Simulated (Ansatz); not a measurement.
Correlation energies of AlBH$_{3}$IN$_{2}$O by basis set

Cartesian coordinates in Å:
```
O 0.615 -1.313 -1.533
B 0.192 -0.484 -0.532
N 0.721 0.810 -0.118
Al -0.565 0.786 1.108
I -1.390 2.204 2.920
N -0.928 -0.769 0.348
H 1.369 -0.966 -2.013
H 1.492 1.317 -0.502
H -1.505 -1.586 0.322
```

The species carries charge 0 and has multiplicity 1. Correlated methods include outer-core shells of I, which these sets cover unevenly. I takes the def2 core potential. All single points use the PBE0-D4/def2-TZVP geometry. It is one conformer, not always the lowest. Frozen core, restricted reference, Ansatz.

```csv
basis,HF (Eh),MP2 corr.,CCSD corr.,(T),CCSD(T) total
def2-SVP,?,?,-0.79158,-0.02249,?
def2-TZVPP,-749.12089,-1.30347,?,-0.04476,?
def2-QZVPP,-749.13917,?,–,–,–
```

(1) Fill in the withheld values. (An estimate is asked.)

Answers

(1) Ansatz gave: def2-SVP HF (Eh): -748.77157; def2-SVP MP2 corr.: -0.76203; def2-SVP CCSD(T) total: -749.58564; def2-TZVPP CCSD corr.: -1.28724; def2-TZVPP CCSD(T) total: -750.45289; def2-QZVPP MP2 corr.: -1.53555.
